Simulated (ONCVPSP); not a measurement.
What the settings do to the ONCV potential of V

Base potential:

```
Element                 : V (Z = 23)
Generator               : ONCVPSP 4.0.1
Type                    : optimised norm-conserving Vanderbilt (ONCV)
Functional              : PBE
Relativity              : non-relativistic
Frozen core             : [Ne]
Valence charge          : 13
Reference configuration : 3s2 3p6 3d3 4s2
Partial waves           : 3s+4s: rc 1.40 bohr, ncon 4, nbas 8, qcut 6.9 1/bohr, 2 projectors; 3p: rc 1.25 bohr, ncon 4, nbas 8, qcut 9.7 1/bohr, 1 projector; 3d: rc 2.20 bohr, ncon 4, nbas 8, qcut 7.5 1/bohr, 1 projector; f scattering state at 0.37 Ha: rc 2.35 bohr, ncon 4, nbas 7, qcut 5.4 1/bohr, 2 projectors, debl 1.4 Ha
Local potential         : polynomial inside 1.00 bohr (lpopt 5, dvloc0 -1 Ha)
Core correction         : Teter function fitted to the true core (icmod 2), fcfact 0.7
```

Cutoffs, loose and tight: the cutoffs (Ha) at which the residual kinetic energy of the hardest occupied pseudo-wave falls to 1 and 0.1 mHa per electron. They do not see the model core or the augmentation charge, which bear on the density cutoff. Test errors are all-electron minus pseudo excitation energies from the reference, over the configurations 3s2 3p6 3d3 4s1; 3s2 3p6 3d3 4s0; 3s2 3p6 3d2 4s0; 3s1 3p6 3d3 4s2. A dash means not determined; rows that change the core or the reference have their own tests.

```tsv
change	outcome	cutoff, loose	cutoff, tight	bound ghosts	GHOST(+) flags above zero	largest test error (meV)
base	generated	22 Ha	36 Ha	none	f	-465
d: rc 1.54	generated	40 Ha	97 Ha	none	f	-248
d: rc 1.7	generated	26 Ha	56 Ha	none	f	-299
d: rc 1.86	generated	24 Ha	36 Ha	none	f	-348
d: rc 2.12	generated	22 Ha	36 Ha	none	f	-438
d: rc 2.24	generated	22 Ha	36 Ha	none	f	-479
d: rc 2.46	generated	22 Ha	36 Ha	none	f	-552
d: rc 2.64	generated	22 Ha	36 Ha	none	f	-607
d: rc 2.86	generated	22 Ha	36 Ha	none	f	-686
d: rc 3.02	generated	22 Ha	36 Ha	none	f	-727
d: rc 3.24	generated	22 Ha	36 Ha	none	f	-691
```

Reading the sweep of the d radius (base included, trends over the rows without a ghost): The loose cutoff falls from 40 Ha at 1.54 to 22 Ha at 3.24 bohr. A larger radius leaves more room for a smooth pseudo-wave, so fewer plane waves are needed; a smaller one forces it to follow the all-electron wave where it bends sharply. The median size of the test errors (rows with all tests solved) is not monotonic: lowest 14.2 meV at 1.54 bohr, highest 164.6 meV at 3.02 bohr.
